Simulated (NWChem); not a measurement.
Species: B2F3 cation

```xyz
5

F      0.0000     0.0000    -2.2953
B      0.0000     0.0000    -1.0747
B      0.0000     0.0000     0.6957
F      0.0000     1.1550     1.2529
F      0.0000    -1.1550     1.2529
```
Atoms are numbered in this order, from 1.

Program: NWChem. Pople sets run with spherical d functions. Structure relaxed at the PBE0/def2-SVP level. Vertical excitations in the gas phase; the lowest state need not have the same character in each row.

For level B3LYP/6-31+G*, TDA:

```
Quantity                         Value
-------------------------------  -----
lowest excitation, singlet (eV)   6.80
lowest triplet (eV)               5.41
orbital gap (eV)                  7.75
```

**Question.** How do the values read with level PBE/6-31+G*, TDA instead?

**Answer.** 
- lowest excitation, singlet (eV): 6.01
- lowest triplet (eV): 4.82
- orbital gap (eV): 5.46
